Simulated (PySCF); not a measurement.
**Electric field gradients and quadrupole coupling constants**

Species: C7H15OP.
Cartesian coordinates in Å at the GFN2-xTB level; atoms count from 1:
```xyz
24
C7H15OP angstrom
C     -1.974    1.352   -0.587
C     -1.430    0.103    0.107
C     -2.133   -1.134   -0.453
C      0.094    0.001   -0.061
C      0.706   -1.206    0.662
C      2.218   -1.106    0.500
P      2.573    0.686    0.666
O      3.556    1.257   -0.258
C      0.829    1.235    0.479
H     -3.059    1.378   -0.515
H     -1.702    1.350   -1.640
H     -1.586    2.260   -0.131
H     -1.654    0.175    1.178
H     -1.887   -2.024    0.120
H     -1.846   -1.297   -1.489
H     -3.211   -1.000   -0.415
H      0.322   -0.094   -1.129
H      0.338   -2.147    0.255
H      0.440   -1.161    1.720
H      2.532   -1.395   -0.506
H      2.765   -1.715    1.219
H      2.892    0.882    2.012
H      0.793    2.081   -0.207
H      0.413    1.539    1.441
```

Field gradients from the PBE0/pcSseg-1 density (PySCF, non-relativistic), principal values in atomic units, ordered |Vxx| ≤ |Vyy| ≤ |Vzz|:

```csv
atom,Vxx,Vyy,Vzz
O8,-0.3959,-0.4555,0.8515
```

Find the asymmetry η = (Vxx − Vyy)/Vzz and the couplings χ = eQV/h (234.96 MHz × Q in barn × V in au), with Q(17O) = −0.0256 b.

| atom | environment | nucleus | η | χzz (MHz) | χxx (MHz) | χyy (MHz) |
| --- | --- | --- | --- | --- | --- | --- |
| O8 | phosphoryl oxygen | 17O | 0.07 | -5.12 | 2.38 | 2.74 |

The tensor is traceless: Vxx + Vyy + Vzz = 0.

What is Vzz at O8 in SI units (1 au = 9.71736 × 10²¹ V/m²)?

0.8515 au = 8.274 × 10²¹ V/m².

Were the hydrogens deuterons (Q(2H) = 0.00286 b), χzz would run from 125 kHz (H22) to 214 kHz (H14 and H12).

Isolated species at its GFN2-xTB geometry (one conformer only). GFN2-xTB bond lengths can be off by several hundredths of an ångström, more for odd bonds, and the gradients follow them. With a basis this small, the couplings can be 20 % off.
